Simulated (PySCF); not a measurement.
H₂OSSi, SMILES [Si](S)O (PBE0/def2-SVP optimised geometry):

```
5

Si    -1.000    -0.469     0.000
O     -1.277     1.171     0.000
H     -0.560     1.817     0.000
S      1.180    -0.469     0.000
H      1.277    -1.817     0.000
```

Level of theory: PySCF with PBE0/def2-TZVP.

Task: What are the frontier orbital energies and the dipole moment?

Result: HOMO-2 -10.05 eV, HOMO-1 -7.95 eV, HOMO -7.03 eV, LUMO -1.74 eV, LUMO+1 -0.15 eV; dipole moment 0.73 D.

On the same geometry PBE/def2-TZVP (PySCF) gives HOMO-2 -8.45 eV, HOMO-1 -6.74 eV, HOMO -5.97 eV, LUMO -2.52 eV, LUMO+1 -1.05 eV; dipole moment 0.77 D.

Meta-Löwdin charges at PBE0/def2-TZVP: Si1 0.54, O2 -0.70, H3 0.35, S4 -0.30, H5 0.12.
